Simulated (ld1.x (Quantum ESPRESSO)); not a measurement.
## Scattering properties, TM potential for gallium (Ga)

```json
{
  "Element": "Ga",
  "Generator": "ld1.x (Quantum ESPRESSO) 7.5",
  "Type": "norm-conserving Troullier–Martins (Kleinman–Bylander form)",
  "Functional": "PBE",
  "Relativity": "fully relativistic",
  "Frozen core": "[Ar] 3d10",
  "Valence charge": "3",
  "Reference configuration": "4s1.75 4p1.25",
  "Partial waves": "4p (bound): rc 2.45 bohr; 4s (bound): rc 1.35 bohr",
  "Local potential": "the s channel",
  "Core correction": "none"
}
```

Open shells are filled in proportion to 2j + 1 (rel_dist='average').

The phase is arctan(r·u′/u) with u = r·R(r), unwrapped; energies in Ry, scanned from -3 to 5 Ry. A pole is an energy at which the radial function vanishes at the test radius. The pseudo phase is shifted by a multiple of π to meet the all-electron one at the reference energy, and phase errors are pseudo minus all-electron; the curves can meet again beyond the range given. Levels narrower than the energy grid can be missing from the lists of poles.

```csv
channel,radius (bohr),reference energy (Ry),"poles, all-electron","poles, pseudo",unbroken range about the reference energy with phases within 0.05 rad,phase error 1 Ry above the reference energy (rad)
s,2.64,-0.68,0.37,"0.35, 4.33",below 1.8,-0.005
p1/2,2.64,-0.21,1.40,1.45,below 3.1,+0.004
p3/2,2.64,-0.20,1.46,1.48,below 3.5,+0.001
```

Note: ghost states, extra bound levels that the all-electron valence spectrum of the same l lacks: p3/2 at -2389.9 eV, p1/2 at -202.6 eV. A true bound ghost makes a file unfit for plane-wave use.

Phases in the p1/2 channel:

| E (Ry) | all-electron | pseudo |
| --- | --- | --- |
| -3.00 | 1.327 | 1.327 |
| -2.52 | 1.298 | 1.298 |
| -2.04 | 1.256 | 1.257 |
| -1.56 | 1.188 | 1.189 |
| -1.08 | 1.058 | 1.060 |
| -0.60 | 0.714 | 0.715 |
| -0.12 | -0.403 | -0.403 |
| 0.36 | -1.204 | -1.202 |
| 0.84 | -1.445 | -1.440 |
| 1.32 | -1.556 | -1.549 |
| 1.80 | -1.630 | -1.618 |
| 2.28 | -1.692 | -1.674 |
| 2.76 | -1.760 | -1.728 |
| 3.24 | -1.852 | -1.791 |
| 3.72 | -2.014 | -1.877 |
| 4.20 | -2.416 | -2.020 |
| 4.68 | -3.467 | -2.318 |
